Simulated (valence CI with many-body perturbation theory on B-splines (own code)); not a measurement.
# Level structure of Tm LVII

Calculated by valence CI with perturbative core correlation (CI+MBPT): three valence electrons over a frozen Dirac-Fock core [Ne], a basis of 11 s, 11 p, 9 d, 7 f, 5 g, 2 h, 1 i functions for each j, with the one-electron correlation potential Σ1 (screened to all orders), the two-electron term Σ2, the three-electron term Σ3, Breit, model QED; selected single and double excitations, second order for the rest (own B-spline code, finite nucleus).

The last digits are not significant, and no measured levels were compared; by estimate large intervals hold to a few tenths of a per cent, small ones and those within an open d or f shell to about a per cent.

Levels 1 to 45 of 68, with energies above the lowest level, (3s^2 3p1/2) J=1/2. "Leading %" is the weight of the configuration and term that name the level; weights of strongly mixed levels are sums over their largest components and can fall short. In the jj column 3d3/2^4 stands for four electrons in 3d with j = 3/2. Lifetimes count E1, E2, E3, M1 and M2 decay at the calculated energies, and are blank where another channel may lead or the interval is too uncertain; long ones can be off by a factor of two.

```csv
No.,Configuration,Term,J,E (× 10³ cm⁻¹),Leading %,Leading jj,Second component,Lifetime
1,3s²3p,²P°,1/2,0.00,100,3s^2 3p1/2 (100 %),,
2,3s3p²,⁴P,1/2,1206.3,55,3s 3p1/2^2 (99 %),30 % 3s3p² ²S,33.2 ps
3,3s²3p,²P°,3/2,2103.2,99,3s^2 3p3/2 (99 %),,6.46 ns
4,3s3p²,⁴P,3/2,3090.8,90,3s 3p1/2 3p3/2 (99 %),8 % 3s3p² ²D,133 ps
5,3s3p²,²D,5/2,3222.8,60,3s 3p1/2 3p3/2 (97 %),39 % 3s3p² ⁴P,89.5 ps
6,3s3p²,²D,3/2,3383.4,52,3s 3p1/2 3p3/2 (82 %),28 % 3s3p² ²P,2.09 ps
7,3s3p²,²P,1/2,3456.6,70,3s 3p1/2 3p3/2 (98 %),29 % 3s3p² ⁴P,624 fs
8,3s²3d,²D,3/2,3824.1,82,3s^2 3d3/2 (82 %),10 % 3s3p² ²D,480 fs
9,3s²3d,²D,5/2,4239.5,96,3s^2 3d5/2 (96 %),,4.91 ps
10,3p³,²P°,3/2,4574.9,31,3p1/2^2 3p3/2 (66 %),20 % 3p³ ²D°,3.45 ps
11,3s3p3d,⁴F°,3/2,4683.3,65,3s 3p1/2 3d3/2 (78 %),9 % 3p³ ²P°,5.26 ps
12,3s3p3d,⁴F°,5/2,4777.9,45,3s 3p1/2 3d3/2 (97 %),28 % 3s3p3d ²F°,44.6 ps
13,3s3p3d,⁴D°,1/2,4971.6,59,3s 3p1/2 3d3/2 (98 %),34 % 3s3p3d ²P°,715 fs
14,3s3p3d,⁴D°,3/2,5012.2,35,3s 3p1/2 3d3/2 (86 %),20 % 3s3p3d ⁴P°,539 fs
15,3s3p3d,⁴P°,5/2,5259.2,38,3s 3p1/2 3d5/2 (99 %),30 % 3s3p3d ⁴D°,4.81 ps
16,3s3p²,⁴P,5/2,5290.6,58,3s 3p3/2^2 (98 %),40 % 3s3p² ²D,2.36 ps
17,3s3p3d,⁴F°,7/2,5357.7,45,3s 3p1/2 3d5/2 (98 %),31 % 3s3p3d ²F°,6.67 ps
18,3s3p3d,²F°,5/2,5435.9,51,3s 3p1/2 3d5/2 (97 %),20 % 3s3p3d ²D°,5.32 ps
19,3s3p3d,²D°,3/2,5475.0,38,3s 3p1/2 3d5/2 (87 %),35 % 3s3p3d ²P°,1.99 ps
20,3s3p²,²S,1/2,5562.0,68,3s 3p3/2^2 (98 %),17 % 3s3p² ⁴P,877 fs
21,3s3p²,²P,3/2,5612.3,62,3s 3p3/2^2 (98 %),30 % 3s3p² ²D,433 fs
22,3p²3d,²D,3/2,6139.3,40,3p1/2^2 3d3/2 (99 %),35 % 3p²3d ⁴F,7.37 ps
23,3p³,²D°,5/2,6630.0,71,3p1/2 3p3/2^2 (71 %),12 % 3s3p3d ²D°,1.23 ps
24,3p³,⁴S°,3/2,6663.3,48,3p1/2 3p3/2^2 (92 %),44 % 3p³ ²D°,537 fs
25,3p²3d,²D,5/2,6720.6,32,3p1/2^2 3d5/2 (98 %),21 % 3p²3d ⁴D,4.03 ps
26,3p³,²P°,1/2,6784.8,82,3p1/2 3p3/2^2 (82 %),14 % 3s3p3d ²P°,720 fs
27,3s3p3d,⁴D°,3/2,6887.0,43,3s 3p3/2 3d3/2 (98 %),36 % 3s3p3d ⁴P°,790 fs
28,3s3p3d,⁴P°,1/2,6899.2,82,3s 3p3/2 3d3/2 (96 %),14 % 3s3p3d ⁴D°,987 fs
29,3s3p3d,⁴D°,5/2,6909.7,43,3s 3p3/2 3d3/2 (81 %),21 % 3s3p3d ⁴F°,598 fs
30,3s3p3d,⁴F°,7/2,6935.7,41,3s 3p3/2 3d3/2 (91 %),33 % 3s3p3d ²F°,1.03 ps
31,3s3p3d,²D°,3/2,7133.9,63,3s 3p3/2 3d3/2 (84 %),22 % 3s3p3d ⁴P°,429 fs
32,3s3p3d,⁴F°,9/2,7213.9,100,3s 3p3/2 3d5/2 (100 %),,12.9 ns
33,3s3p3d,²F°,5/2,7241.7,67,3s 3p3/2 3d3/2 (91 %),12 % 3s3p3d ²D°,361 fs
34,3s3p3d,²P°,1/2,7277.6,66,3s 3p3/2 3d3/2 (86 %),21 % 3s3p3d ⁴D°,323 fs
35,3s3p3d,²D°,5/2,7384.6,47,3s 3p3/2 3d5/2 (96 %),37 % 3s3p3d ⁴P°,1.86 ps
36,3s3p3d,²F°,7/2,7454.9,63,3s 3p3/2 3d5/2 (92 %),31 % 3s3p3d ⁴D°,2.51 ps
37,3s3p3d,²P°,3/2,7474.7,43,3s 3p3/2 3d5/2 (84 %),38 % 3s3p3d ²D°,1.57 ps
38,3s3p3d,²F°,7/2,7592.5,71,3s 3p3/2 3d5/2 (98 %),20 % 3s3p3d ⁴D°,744 fs
39,3s3p3d,²P°,1/2,7666.6,84,3s 3p3/2 3d5/2 (91 %),6 % 3p³ ²P°,1.73 ps
40,3s3p3d,²P°,3/2,7742.4,77,3s 3p3/2 3d5/2 (98 %),8 % 3s3p3d ⁴P°,582 fs
41,3s3p3d,²D°,5/2,7760.8,63,3s 3p3/2 3d5/2 (93 %),26 % 3s3p3d ²F°,570 fs
42,3p²3d,²F,5/2,8050.2,50,3p1/2 3p3/2 3d3/2 (92 %),36 % 3p²3d ⁴F,1.60 ps
43,3p²3d,⁴F,3/2,8108.1,40,3p1/2 3p3/2 3d3/2 (98 %),24 % 3p²3d ⁴D,913 fs
44,3p²3d,⁴D,1/2,8128.6,81,3p1/2 3p3/2 3d3/2 (99 %),16 % 3p²3d ²P,843 fs
45,3p²3d,²G,7/2,8157.1,49,3p1/2 3p3/2 3d3/2 (94 %),27 % 3p²3d ²F,1.15 ps
```

The ionisation energy to 3s² ¹S0 of the next ion comes out as 5656.6 eV (NIST: 5656 ± 5 eV (theoretical)). All 68 levels together are meant to be complete up to 9385.4 × 10³ cm⁻¹.
